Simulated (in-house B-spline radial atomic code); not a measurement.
A run on As that did not converge. Method: scalar-relativistic (X2C) wB97X, spin-polarised, spherical fractional occupations, Fermi nucleus of rms radius 4.0968 fm; computed with an all-electron radial atomic-structure program (B-spline basis).

Command:
```bash
python run_scf.py task.json out
```
Settings (nuclear radius in fm, mass in u):
```
Z                33
configuration    [Ne] 3s2 3p5.625 3d10 4s2 4p3 4d0.375
hamiltonian      x2c
method           wb97x
spin_polarised   True
nucleus          fermi
rms_radius       4.0968
atomic_mass      74.92159
speed_of_light   137.035999084
```

First and last ten iterations of the last attempt (damped for 15 steps, keeping 80 % of the old Fock matrix, then DIIS):
```
 iter        energy (Eh)    residual
    1       -2258.105504    3.91e-01
    2       -2258.529713    1.20e-01
    3       -2258.729848    7.20e-02
    4       -2258.805727    4.57e-02
    5       -2258.833906    3.18e-02
    6       -2258.844543    2.25e-02
    7       -2258.848764    1.61e-02
    8       -2258.850581    1.17e-02
    9       -2258.851340    8.62e-03
   10       -2258.851731    6.40e-03
  111       -2258.852526    4.59e-04
  112       -2258.852548    6.82e-04
  113       -2258.852494    5.66e-04
  114       -2258.852521    6.76e-04
  115       -2258.852615    7.55e-04
  116       -2258.852296    4.44e-04
  117       -2258.852459    7.30e-04
  118       -2258.852396    7.91e-04
  119       -2258.852741    6.64e-04
  120       -2258.852635    3.72e-04
 not converged after 120 iterations
```

The smallest residual met was 2.2e-04; the threshold is about 3e-07. No energy from this run should be used. Run time, properties included: 20 s on 1 thread of Arm Neoverse V2, on a shared host.
